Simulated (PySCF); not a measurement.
Checking a proposed structure

A compound C4H3FN2 gives the data below (simulated from a calculation) and was assigned the structure `Fc1ncccn1`.

13C{1H} NMR (computed): δ 170.3 (C), 149.2 (CH), 148.8 (CH), 140.8 (CH).

1H NMR (400 MHz, computed): δ 8.68 (d, 1H), 8.63 (m, 1H), 8.37 (m, 1H).

How the numbers were obtained: NMR shieldings at B97-2/pcSseg-2/GIAO, structure optimised with PBE0-D3(BJ)/def2-TZVP, in PySCF 2.14 (single conformer, no solvent, non-relativistic Hamiltonian).

Scale: 1H and 13C vs TMS (reference shieldings calculated alike).

(1) Compare with the shifts computed for the proposed structure, pairing carbons in order of shift.

(2) Which isomer fits?

## Answers

(1) Mapped SMILES: `[F:1][c:2]1[n:3][cH:4][cH:5][cH:6][n:7]1` (H(Xn): hydrogen on atom n).

| atom | computed for proposal | given list | difference |
| --- | --- | --- | --- |
| C2 | 173.8 | 170.3 | +3.5 |
| C4 | 168.8 | 149.2 | +19.6 |
| C6 | 168.8 | 148.8 | +20.0 |
| C5 | 123.3 | 140.8 | -17.5 |

The rms difference is 16.6 ppm and the largest +20.0 ppm at C6 (aromatic CH next to a ring nitrogen). The proposal also would give 3 carbon signals, not 4. The proposal doesn't fit.

(2) `Fc1cnccn1`.

Carbon types of the structure: 1 × C, 3 × CH, which accounts for all hydrogens. δC 170.3: aromatic carbon bearing fluorine; σ withdrawal by the attached heteroatom moves it downfield of the ring CH carbons. δC 149.2, 148.8, 140.8: aromatic CH next to a ring nitrogen; the adjacent pyridine-type nitrogen withdraws density from it. δH 8.68, 8.63, 8.37: hydrogen on an aromatic CH next to a ring nitrogen; ring current plus the neighbouring ring nitrogen.

The shifts were computed for this structure.

Splittings by 19F in the carbon and heteronuclear signals aren't shown, as no couplings were computed. Shifts are as computed. Against solution values, carbons near 30 ppm lie about +3 ppm off and those near 130 ppm about +7 ppm. Of 1211 compounds with measured shifts, 218 miss one by over three times the rms of a fit or turn the order of signals round; such compounds aren't used in these exercises. Multiplicities follow the n + 1 count of equivalent neighbours, as no J values were calculated; m marks all less simple cases, F and P coupling included.
